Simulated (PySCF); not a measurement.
Correlation energy of Tc (technetium, neutral)

[Kr] 4d7, high-spin 4F determinant (an excited configuration). Computed with PySCF 2.14 in aug-cc-pVTZ-DK (9s8p6d3f2g, 102 functions), with the spin-free X2C one-electron Hamiltonian (Gaussian nucleus). Frozen: [Kr]; 7 electrons correlated.

```csv
level,correlation energy (mhartree)
CCSD,-171.39
(T),-10.94
CCSD(T),-182.33
```

Diagnostics: T1 = 0.011, D1 = 0.0202, largest double amplitude 0.031.

Cost of the coupled-cluster step: about 30 core-seconds, for 7 correlated electrons.

Iterations:

```
CC2 = 0
CCSD nocc = (np.int64(5), np.int64(2)), nmo = (84, 84)
frozen orbitals [[0, 1, 2, 3, 4, 5, 6, 7, 8, 9, 10, 11, 12, 13, 14, 15, 16, 17], [0, 1, 2, 3, 4, 5, 6, 7, 8, 9, 10, 11, 12, 13, 14, 15, 16, 17]]
max_cycle = 100
direct = 0
conv_tol = 1e-08
conv_tol_normt = 1e-06
diis_space = 8
diis_start_cycle = 0
Init t2, MP2 energy = -0.171195132044398
Init E_corr(UCCSD) = -0.171195132044603
cycle = 1  E_corr(UCCSD) = -0.167743404501527  dE = 0.00345172754  norm(t1,t2) = 0.052368
cycle = 2  E_corr(UCCSD) = -0.169961185220164  dE = -0.00221778072  norm(t1,t2) = 0.0238135
cycle = 3  E_corr(UCCSD) = -0.169988822653228  dE = -2.76374331e-05  norm(t1,t2) = 0.0155778
cycle = 4  E_corr(UCCSD) = -0.170895713621004  dE = -0.000906890968  norm(t1,t2) = 0.0111709
cycle = 5  E_corr(UCCSD) = -0.171156581384337  dE = -0.000260867763  norm(t1,t2) = 0.00599853
cycle = 6  E_corr(UCCSD) = -0.17128027618233  dE = -0.000123694798  norm(t1,t2) = 0.00413182
cycle = 7  E_corr(UCCSD) = -0.171323288500528  dE = -4.30123182e-05  norm(t1,t2) = 0.00223043
cycle = 8  E_corr(UCCSD) = -0.171377023703127  dE = -5.37352026e-05  norm(t1,t2) = 0.00145357
cycle = 9  E_corr(UCCSD) = -0.171387676904337  dE = -1.06532012e-05  norm(t1,t2) = 0.000518176
cycle = 10  E_corr(UCCSD) = -0.171386759026993  dE = 9.17877344e-07  norm(t1,t2) = 0.000267589
cycle = 11  E_corr(UCCSD) = -0.171387037996992  dE = -2.78969999e-07  norm(t1,t2) = 0.000154841
cycle = 12  E_corr(UCCSD) = -0.17138759033677  dE = -5.52339778e-07  norm(t1,t2) = 5.86661e-05
cycle = 13  E_corr(UCCSD) = -0.171387707113908  dE = -1.16777138e-07  norm(t1,t2) = 2.88556e-05
cycle = 14  E_corr(UCCSD) = -0.171387723681002  dE = -1.65670947e-08  norm(t1,t2) = 1.3847e-05
cycle = 15  E_corr(UCCSD) = -0.171387781410283  dE = -5.77292802e-08  norm(t1,t2) = 6.83236e-06
cycle = 16  E_corr(UCCSD) = -0.171387800003851  dE = -1.85935679e-08  norm(t1,t2) = 3.59823e-06
cycle = 17  E_corr(UCCSD) = -0.171387828394815  dE = -2.83909647e-08  norm(t1,t2) = 1.86127e-06
cycle = 18  E_corr(UCCSD) = -0.171387856275133  dE = -2.78803176e-08  norm(t1,t2) = 1.12067e-06
cycle = 19  E_corr(UCCSD) = -0.171387867257141  dE = -1.09820076e-08  norm(t1,t2) = 4.88059e-07
cycle = 20  E_corr(UCCSD) = -0.171387876876074  dE = -9.61893301e-09  norm(t1,t2) = 2.88262e-07
UCCSD converged
E(UCCSD) = -4282.965882635328  E_corr = -0.1713878768760736
UCCSD(T) correction = -0.0109360242138769
```
